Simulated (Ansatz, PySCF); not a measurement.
P2, triplet, at a GFN2-xTB geometry (a higher spin typed on purpose: for a closed-shell molecule this is an excited state). Base run: BHANDHLYP/6-31G** (PySCF).

Geometry (Å):
```xyz
2

P      0.0000     0.0000    -1.0218
P      0.0000     0.0000     1.0218
```
Charge 0, spin multiplicity 3.
Orbitals are unrestricted.
All else is at PySCF's defaults.

The same geometry, method and basis name were run in Ansatz (a quantum-chemistry and plane-wave program) and PySCF, at each program's defaults and at the settings that a row names. The base is PySCF at its defaults. Differences at the defaults can come from grids, fitting, cores and function types together.

```csv
code and settings,ΔE vs base (mEh),basis functions,E (Eh),SCF cycles
"PySCF, defaults (exact integrals, its default grid, spherical functions)",0.000,36,-682.53835,9
"Ansatz, defaults (factorised integrals, its default grid, Cartesian functions)",-26.682,38,-682.56503,-
"PySCF, density fitting with def2-universal-jkfit",-0.003,36,-682.53835,10
"PySCF, fine grid",-23.151,36,-682.56150,9
"Ansatz, high accuracy, Cartesian functions as the basis file defines them",-26.682,38,-682.56503,-
```

Open shells are given as the SCF converged; they aren't shown to be the lowest states, and a large step between rows can be another state.
